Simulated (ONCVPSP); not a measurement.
# What one change does to a pseudopotential (europium, ONCV)

```json
{"Element": "europium", "Generator": "ONCVPSP 4.0.1", "Type": "optimised norm-conserving Vanderbilt (ONCV)", "Functional": "PBE", "Relativity": "fully relativistic", "Frozen core": "[Kr] 4d10 4f6", "Valence charge": "11", "Reference configuration": "5s2 5p6 5d1 6s2", "Partial waves": "5s+6s: rc 2.45 bohr, ncon 3, nbas 6, qcut 5.6 1/bohr, 3 projectors, debl 2.5 Ha; 5p: rc 2.45 bohr, ncon 4, nbas 9, qcut 7.1 1/bohr, 2 projectors, debl 0.4 Ha; 5d: rc 3.10 bohr, ncon 4, nbas 9, qcut 4 1/bohr, 1 projector", "Local potential": "polynomial inside 2.15 bohr (lpopt 3, dvloc0 1 Ha)", "Core correction": "polynomial model core, fcfact 0.2"}
```

Open shells are filled in proportion to 2j + 1.

In the p channel the program set the typed energies aside and used -0.934, 0.250 Ha (j = l + 1/2; the other j can differ).

Change: s: qcut 5; p: qcut 6.3; d: qcut 3.5.

Cutoffs: the cutoffs (Ha) at which the residual kinetic energy of the hardest occupied pseudo-wave falls to 1 and 0.1 mHa per electron; they do not see the model core or the augmentation charge, which bear on the density cutoff. Errors are all-electron minus pseudo energies relative to the spin-unpolarised reference configuration.

Q: What does the change do?

A: The potential gets neither clearly harder nor softer (11 Ha and 15 Ha → 7.3 Ha and 18 Ha); of the 3 tests that both files solve, the error grows in 2 and shrinks in 0 by more than 15 % and 0.3 meV (median size 23.8 → 28.3 meV); neither file shows a bound ghost.

| quantity | base | changed |
| --- | --- | --- |
| cutoff, loose | 11 Ha | 7.3 Ha |
| cutoff, tight | 15 Ha | 18 Ha |
| loose cutoff by channel | s 9.4 Ha, p 11 Ha, d 6.3 Ha | s 7.1 Ha, p 7.3 Ha, d 5.7 Ha |
| bound ghosts | none | none |
| GHOST(+) flags under 300 eV | none | none |
| tests counted as reliable (solved cleanly; for ONCVPSP, near-neutral configurations with less than one 5d electron left out) | 3 of 4 | 3 of 4 |
| error for 5s2 5p6 5d1 6s1, meV [ΔE 6.55 eV] | -3.1 | -3.5 |
| error for 5s2 5p6 5d1 6s0, meV [ΔE 18.48 eV] | -24 | -28 |
| error for 5s1 5p6 5d1 6s2, meV [ΔE 53.68 eV] | -517 | -629 |
| s: phases at 2.49 bohr within 0.05 rad from the reference energy up to (Ha; the scan ends near 5) | 4.8 | 4.6 |
| p3/2: phases at 2.49 bohr within 0.05 rad from the reference energy up to (Ha; the scan ends near 5) | to the end of the scan | 4.8 |
| p1/2: phases at 2.49 bohr within 0.05 rad from the reference energy up to (Ha; the scan ends near 5) | 5.0 | 4.7 |
| d5/2: phases at 3.15 bohr within 0.05 rad from the reference energy up to (Ha; the scan ends near 5) | 0.7 | 0.7 |
| d3/2: phases at 3.15 bohr within 0.05 rad from the reference energy up to (Ha; the scan ends near 5) | 0.7 | 0.6 |
| rms error of d²Exc/dni dnj with the model core, mHa | 2.60 | 2.68 |
